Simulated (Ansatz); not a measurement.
Cost and result for the atomization energy of CH$_{4}$BClOSi (`ClB1CO[SiH2]1`) (9 atoms, 9 bonds).

```json
{"atom": "Cl1", "x (Å)": "-0.413", "y (Å)": "-2.729", "z (Å)": "0.107"}
{"atom": "B2", "x (Å)": "-0.142", "y (Å)": "-1.028", "z (Å)": "0.082"}
{"atom": "C3", "x (Å)": "-0.365", "y (Å)": "0.014", "z (Å)": "-1.082"}
{"atom": "O4", "x (Å)": "0.055", "y (Å)": "1.234", "z (Å)": "-0.419"}
{"atom": "Si5", "x (Å)": "0.467", "y (Å)": "0.604", "z (Å)": "1.084"}
{"atom": "H6", "x (Å)": "0.247", "y (Å)": "-0.170", "z (Å)": "-1.975"}
{"atom": "H7", "x (Å)": "-1.407", "y (Å)": "0.099", "z (Å)": "-1.419"}
{"atom": "H8", "x (Å)": "-0.345", "y (Å)": "1.172", "z (Å)": "2.196"}
{"atom": "H9", "x (Å)": "1.903", "y (Å)": "0.803", "z (Å)": "1.426"}
```

Charge 0, multiplicity 1. The geometry is a stationary point of PBE0-D4/def2-TZVP. Program: Ansatz. All runs use 4 threads of an Arm Neoverse V1 on a shared host. Times are those of one run each, without the atoms' runs, and a repeat can differ threefold. Electronic energies, without spin–orbit coupling; frozen cores. CCSD(T)/CBS adds CCSD(T) − MP2 in def2-TZVPP to the MP2 limit, and its time is that of the two runs behind it. T1 = 0.013. B3LYP takes the VWN-RPA correlation (the form of Gaussian; ORCA's B3LYP/G).

CCSD(T)/CBS is a level of theory with its own doubt, some kJ/mol a heavy atom from the limit and from the frozen cores, so smaller differences don't rank the functionals.

```
                             level  functions  wall time  atomization (kJ/mol)  difference from CCSD(T)/CBS  per bond
   PBE-D4/def2-TZVPP (with forces)        233      2.4 s                3365.4                         85.4       9.5
                PBE0-D4/def2-TZVPP        233      2.8 s                3305.1                         25.1       2.8
 B3LYP-D4/def2-TZVPP (with forces)        233      4.4 s                3276.5                         -3.5      -0.4
                 B2PLYP/def2-TZVPP        233      4.9 s                3246.3                        -33.7      -3.7
r2SCAN-D4/def2-TZVPP (with forces)        233        5 s                3316.3                         36.3       4.0
                ωB97X-V/def2-TZVPP        233      7.5 s                3308.8                         28.8       3.2
  ωB97M-V/def2-TZVPP (with forces)        233       11 s                3306.0                         26.0       2.9
                    MP2/def2-QZVPP        431       20 s                3326.1                         46.1       5.1
                CCSD(T)/def2-TZVPP        233       96 s                3189.0                        -91.0     -10.1
                 CCSD(T)/CBS(def2)          –      120 s                3280.0                          0.0       0.0
```

The D4 term adds +34.0 kJ/mol with B3LYP and +17.7 kJ/mol with PBE0; it sums over pairs of atoms, weighted by their polarisabilities, and B3LYP, whose exchange is more repulsive, gets the larger term. In def2-TZVPP, CCSD(T) changes the Hartree–Fock value by +787.2 kJ/mol (the triples alone add +56.3 kJ/mol) and MP2 by +870.4 kJ/mol; breaking electron pairs costs correlation energy, which Hartree–Fock lacks. From PBE to PBE0 (25 % exact exchange), in def2-TZVPP and without D4, the atomization energy moves by −57.1 kJ/mol: exact exchange takes away binding that semilocal exchange gives to molecules.
